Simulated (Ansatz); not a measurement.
A run on C4HF7O, SMILES `FC1C(F)(F)OC(F)(F)C1(F)F` with other settings.

```yaml
crystal:
  periodic: [false, false, false]
  atoms:
    - {symbol: F, position_ang: [1.304080, 0.359743, -1.808657]}
    - {symbol: C, position_ang: [0.888069, 0.382496, -0.573555]}
    - {symbol: C, position_ang: [-0.098011, 1.326398, -0.336190]}
    - {symbol: F, position_ang: [-1.004275, 1.444345, -1.413567]}
    - {symbol: F, position_ang: [0.192279, 2.371400, 0.191963]}
    - {symbol: O, position_ang: [-1.074303, 0.717062, 0.721609]}
    - {symbol: C, position_ang: [-0.780220, -0.511577, 0.885835]}
    - {symbol: F, position_ang: [-1.842946, -1.229428, 0.975842]}
    - {symbol: F, position_ang: [-0.236704, -0.819389, 2.155415]}
    - {symbol: C, position_ang: [0.317803, -1.022551, -0.182414]}
    - {symbol: F, position_ang: [-0.533926, -1.613423, -1.143638]}
    - {symbol: F, position_ang: [1.173330, -2.002916, 0.060083]}
    - {symbol: H, position_ang: [1.706646, 0.452014, 0.353333]}
basis:
  gaussian: {orbitals: pcseg-2, nuclear_model: gaussian}
total_charge: 1
magnetization: {spin_polarized: true, initial_magnetization: 1}
hamiltonian: {xc: {name: revPBE0}, pseudopotentials: {relativity: scalar}}
accuracy: high
```

```sh
$ ansatz run in.yaml --threads 4 --pin off --events-out ev --progress --plain --max-ram 66560MiB --backend cuda --devices 0, --max-vram 37GiB
```

Output, abridged:

```
Functional definition: revPBE0
  name "revPBE0"
  cite "Zhang & Yang, Phys. Rev. Lett. 80, 890 (1998) doi:10.1103/PhysRevLett.80.890"
  cite "Adamo & Barone, J. Chem. Phys. 110, 6158 (1999) doi:10.1063/1.478522"
  cite "Perdew, Burke & Ernzerhof, Phys. Rev. Lett. 77, 3865 (1996) doi:10.1103/PhysRevLett.77.3865"
  parameter a = 0.25
  parameter kappa = 1.245
  parameter beta = 0.06672455060314922
  exchange = (1 - a)*pbe_x(kappa = kappa, mu = beta*pi^2/3) + a*exact_x
  correlation = pbe_c(beta = beta)
6966 factors; integrals over basis functions are off by at most 1.7e-8 eV
mean field evaluation 1: about -25223.8804 eV, gradient 5.2e1 eV
mean field evaluation 2: about -25208.6068 eV, gradient 8.2e1 eV
mean field evaluation 4: about -25231.0282 eV, gradient 5.3e0 eV
mean field evaluation 8: about -25231.2286 eV, gradient 8.4e-1 eV
mean field evaluation 16: about -25231.2348 eV, gradient 2.6e-2 eV
mean field evaluation 32: about -25231.2348 eV, gradient 9.5e-6 eV
mean field -25231.23484016 eV, -927.2307780307 hartree, gradient 8.7e-8 eV, S^2 0.753492; 2 other end points of the search recorded, 0 dependent functions left out
reference -25231.23484330 eV, -927.2307781460 hartree; 48, 47 occupied and 326, 327 virtual orbitals, 6966 factors
Total energy: -25231.23484330 eV, -927.2307781460 hartree
Relativity: scalar
```

Run time 12 s (4 threads of an AMD EPYC 7R13 on a shared host and a share of an NVIDIA H100 80 GB); peak host memory 1.7 GiB.
